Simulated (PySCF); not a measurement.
Field gradients at the hydrogen positions

C6H12SSi2.
Geometry (GFN2-xTB, Å), atoms numbered from 1 in this order:
```
atom  x, y, z in Å
Si1    2.757   -1.146    0.827
C2     1.858    0.401    0.233
C3     0.544    0.577    0.057
Si4   -0.125    2.250   -0.539
C5    -0.417   -0.539    0.310
C6    -1.785   -0.154    0.920
C7    -2.446   -0.593   -0.348
S8    -3.969   -0.571   -0.871
C9    -1.155   -1.039   -0.959
H10    2.307   -1.515    2.174
H11    4.189   -0.849    0.856
H12    2.505   -2.267   -0.085
H13    2.499    1.244    0.001
H14    0.915    2.897   -1.337
H15   -1.336    2.076   -1.344
H16   -0.436    3.073    0.635
H17    0.078   -1.348    0.852
H18   -1.922    0.901    1.159
H19   -2.080   -0.738    1.792
H20   -1.096   -2.113   -1.136
H21   -0.893   -0.529   -1.887
```

Level: PBE0/pcSseg-1 (PySCF, non-relativistic); Q(2H) = 0.00286 b; rigid geometry, the same for H and D, with no vibrational averaging.

Question: Rank these positions by the coupling χzz of a deuteron there, largest first.
A. H17 (methine hydrogen)
B. H12 (Si–H hydrogen)
C. H13 (vinylic hydrogen)
D. H19 (methylene hydrogen)

Answer: C (216 kHz), D (208 kHz), A (203 kHz), B (108 kHz).

Question: What are Vzz, η and χzz (234.96 MHz × Q × Vzz) at all hydrogens?

Answer: 
```tsv
atom	bonded to	bond length (Å)	Vzz (au)	η	χzz (kHz)
H10	Si1	1.467	0.1607	0.02	108
H11	Si1	1.463	0.1627	0.01	109
H12	Si1	1.467	0.1610	0.01	108
H13	C2	1.085	0.3219	0.06	216
H14	Si4	1.462	0.1634	0.02	110
H15	Si4	1.464	0.1604	0.03	108
H16	Si4	1.467	0.1605	0.02	108
H17	C5	1.092	0.3016	0.06	203
H18	C6	1.090	0.3095	0.03	208
H19	C6	1.090	0.3099	0.00	208
H20	C9	1.090	0.3106	0.00	209
H21	C9	1.090	0.3088	0.01	208
```

Question: Average by the element that carries the hydrogen.

Answer: on Si: 109 kHz over 6 positions, mean bond length 1.465 Å; on C: 209 kHz over 6 positions, mean bond length 1.089 Å.

Question: A static deuteron (I = 1) shows a doublet split by (3/2)χ, (3/4)χ(1 + η) and (3/4)χ(1 − η) with the field along z, y and x of the gradient. What are these for H17?

Answer: With |χ| = 202.7 kHz and η = 0.063: 304, 162 and 143 kHz, to first order and without motion.

Isolated species at its GFN2-xTB geometry (one conformer only). GFN2-xTB bond lengths can be off by several hundredths of an ångström, more for odd bonds, and the gradients follow them. With so small a basis the couplings can be 20 % off.
